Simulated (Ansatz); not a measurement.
```yaml
crystal:
  periodic: [false, false, false]
  atoms:
    - {symbol: S, position_ang: [-2.076969, -0.097052, 0.145984]}
    - {symbol: Mo, position_ang: [-0.029866, -0.012199, -0.004969]}
    - {symbol: Cl, position_ang: [0.722962, -1.079337, 1.859908]}
    - {symbol: Cl, position_ang: [0.535934, -1.902190, -1.141212]}
    - {symbol: Cl, position_ang: [0.351391, 1.101956, -1.953456]}
    - {symbol: Cl, position_ang: [0.538648, 1.924822, 1.047645]}
basis:
  gaussian: {orbitals: def2-TZVPD}
hamiltonian: {xc: {name: PBE0}, dispersion: rvv10}
```

```sh
$ ansatz run in.yaml --threads 2 --pin off --events-out ev --progress --plain --max-ram 20480MiB --backend cpu
```

Question: How does Ansatz answer? (Estimate.)

Answer: Computed: The input was rejected before any iteration.
```
Error: inconsistent input (hamiltonian.dispersion, hamiltonian.xc): `dispersion: rvv10` has no transferable b for PBE exchange — Sabatini et al. (2013) fitted b=6.3 to rPW86, and the PBE refits of Peng & Perdew (2017) are task-dependent (b=6.6 S22 / b=10.0 layered). Use `xc: {exchange: rpw86, correlation: pbe}` for the original rVV10 or `xc: r2scan` for the r²SCAN+rVV10 pairing
```
